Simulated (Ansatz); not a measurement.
Relaxation of B$_{2}$FH$_{3}$OS (8 atoms, charge 0, multiplicity 1), to a largest force component of 0.015 eV/Å in at most 40 steps.

These are results of RKS PBE-D4/def2-SVP (Ansatz 0.2.0), not measurements.

```xyz
8
Properties=species:S:1:pos:R:3
B 0.988 1.134 0.128
B 0.108 -0.274 0.307
F -0.217 -1.097 -0.720
O -0.667 -0.519 1.500
S 0.559 -1.512 1.890
H 1.941 1.339 0.774
H 0.719 1.943 -0.674
H 0.110 -2.656 1.305
```

**Question.** Where does it end, and by what steps?

**Answer.** The forces met the threshold. After 28 steps the energy has fallen by 0.628 eV; S5 moved furthest, 1.03 Å. Parted: B2–S5.

| step | energy less start (eV) | largest force component (eV/Å) | accepted |
| --- | --- | --- | --- |
| 0 | 0.0000 | 1.770 | yes |
| 1 | -0.1541 | 1.105 | yes |
| 2 | -0.2153 | 0.417 | yes |
| 3 | -0.2265 | 1.028 | yes |
| 4 | -0.2585 | 0.316 | yes |
| 5 | -0.2719 | 0.290 | yes |
| 6 | -0.2822 | 0.131 | yes |
| 7 | -0.2897 | 0.092 | yes |
| 8 | -0.2933 | 0.120 | yes |
| 9 | -0.2948 | 0.240 | yes |
| 10 | -0.3058 | 0.302 | yes |
| 11 | -0.3337 | 0.812 | yes |
| 12 | -0.3810 | 0.945 | yes |
| 13 | -0.4627 | 0.892 | yes |
| 14 | -0.5561 | 0.533 | yes |
| 15 | -0.5760 | 0.575 | yes |
| 16 | -0.5889 | 0.407 | yes |
| 17 | -0.5998 | 0.202 | yes |
| 18 | -0.6054 | 0.187 | yes |
| 19 | -0.6101 | 0.112 | yes |
| 20 | -0.6132 | 0.340 | yes |
| 21 | -0.6167 | 0.220 | yes |
| 22 | -0.6225 | 0.102 | yes |
| 23 | -0.6227 | 0.090 | yes |
| 24 | -0.6273 | 0.035 | yes |
| 25 | -0.6279 | 0.026 | yes |
| 26 | -0.6279 | 0.056 | yes |
| 27 | -0.6278 | 0.043 | no |
| 28 | -0.6281 | 0.005 | yes |

```xyz
8
Properties=species:S:1:pos:R:3
B 0.924 1.315 -0.059
B 0.441 -0.258 0.378
F 0.196 -1.228 -0.531
O 0.300 -0.520 1.708
S -0.198 -2.055 2.332
H 2.098 1.623 -0.153
H 0.109 2.187 -0.300
H -0.328 -2.704 1.134
```

Whether the end is a true minimum wasn't checked by a vibrational analysis.

The run took 2.4 min on 1 thread of Arm Neoverse N1, with other jobs on the host, peak memory 0.14 GiB.
